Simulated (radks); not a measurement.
Question: Ionisation of the strontium ion Sr+, [Kr] 5s1, to [Kr] as the strength of local exchange is varied. Calculated with a radial shooting solver on a logarithmic mesh with Libxc functionals: Dirac Kohn-Sham, Slater X-alpha exchange (alpha = 2/3 is LDA exchange), no correlation, spin-unpolarised, spherical densities, finite nucleus; Fermi nuclear charge, rms radius 4.224 fm.

alpha  E(Sr+) (hartree)  exchange (hartree)  IE (eV)  -e of the level emptied (eV)  <r> of it (bohr)
0.571       -3158.45384           -83.35112    9.839                 7.223 (5s1/2)             4.041
0.725       -3181.00855          -106.53458   10.630                 8.017 (5s1/2)             3.878
0.743       -3183.65457          -109.26379   10.724                 8.112 (5s1/2)             3.860
0.788       -3190.27854          -116.10464   10.961                 8.353 (5s1/2)             3.816
0.952       -3214.52708          -141.25089   11.848                 9.258 (5s1/2)             3.664
0.997       -3221.21022          -148.20978   12.096                 9.514 (5s1/2)             3.624
1.003       -3222.10227          -149.13955   12.130                 9.548 (5s1/2)             3.619
x           -3172.49638           -97.76814   10.328                 7.713 (5s1/2)             3.938

Which alpha was used in the last row?

Answer: alpha = 0.667. NIST Atomic Spectra Database: 11.030 eV (measured). The Delta-SCF value meets it near alpha = 0.80. Spin polarisation and multiplet splitting are left out, so open shells lie too high by an amount that depends on their filling.

Beside tabulated values, note that spin-unpolarised runs miss the spin-polarisation part of the exchange energy of open shells.
